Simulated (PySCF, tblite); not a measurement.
Isomers of C6H16Si2, one GFN2-xTB conformer each. Single-point energies are computed at PBE0/pcSseg-1 (PySCF, gas phase, no added dispersion term), electronic only.

Problem. Rank them by PBE0/pcSseg-1 energy, lowest first (kcal/mol).
A. `[CH3:1][SiH2:2][C@@H:3]1[CH2:4][CH2:5][C@H:6]([CH3:7])[SiH2:8]1` with C1–Si2–C3–C4 -176°, Si2–C3–C4–C5 -88°, C3–C4–C5–C6 -52°, C4–C5–C6–C7 165°, C5–C6–Si8–C3 -16°
B. `[CH2:1]=[CH:2][Si@@H:3]([CH2:4][CH2:5][CH3:6])[SiH2:7][CH3:8]` with C1–C2–Si3–C4 -131°, C2–Si3–C4–C5 42°, Si3–C4–C5–C6 62°, C2–Si3–Si7–C8 90°
C. `[CH2:1]=[C:2]([CH3:3])[Si:4]([CH3:5])([CH3:6])[SiH2:7][CH3:8]` with C1–C2–Si4–C5 -22°, C2–Si4–Si7–C8 -59°

Solution. A (0.0), C (3.6), B (18.9).

As drawn, the highest has an Si–Si bond and a C=C bond outside aromatic rings, which the lowest lacks. GFN2-xTB itself gives, in the same order: 0.0, 35.0, 35.0. Both levels put the same isomer lowest; measured from each level's own lowest isomer, the values differ by up to 31.4 kcal/mol (C=C(C)[Si](C)(C)[SiH2]C: 35.0 against 3.6).

Problem. Which frontier levels, dipoles and rotational constants go with these structures?

Solution. 
```json
{"SMILES": "C[SiH2][C@@H]1CC[C@H](C)[SiH2]1", "HOMO (eV, PBE0/pcSseg-1)": "-7.65", "LUMO (eV)": "0.77", "dipole (D)": "0.53", "A, B, C (MHz)": "2353, 859.2, 761.1"}
{"SMILES": "C=C(C)[Si](C)(C)[SiH2]C", "HOMO (eV, PBE0/pcSseg-1)": "-7.18", "LUMO (eV)": "-0.14", "dipole (D)": "0.55", "A, B, C (MHz)": "1412, 993.6, 885.6"}
{"SMILES": "C=C[Si@@H](CCC)[SiH2]C", "HOMO (eV, PBE0/pcSseg-1)": "-7.71", "LUMO (eV)": "-0.24", "dipole (D)": "0.39", "A, B, C (MHz)": "1597, 897.8, 748.7"}
```

Problem. What happens when harmonic zero-point energies from GFN2-xTB frequencies are added?

Solution. 
```csv
SMILES,ZPE (kcal/mol),electronic (kcal/mol),with ZPE (kcal/mol)
C[SiH2][C@@H]1CC[C@H](C)[SiH2]1,124.2,0.0,0.0
C=C(C)[Si](C)(C)[SiH2]C,123.2,3.6,2.6
C=C[Si@@H](CCC)[SiH2]C,123.1,18.9,17.8
```

The zero-point energies span 1.1 kcal/mol. The order is unchanged.
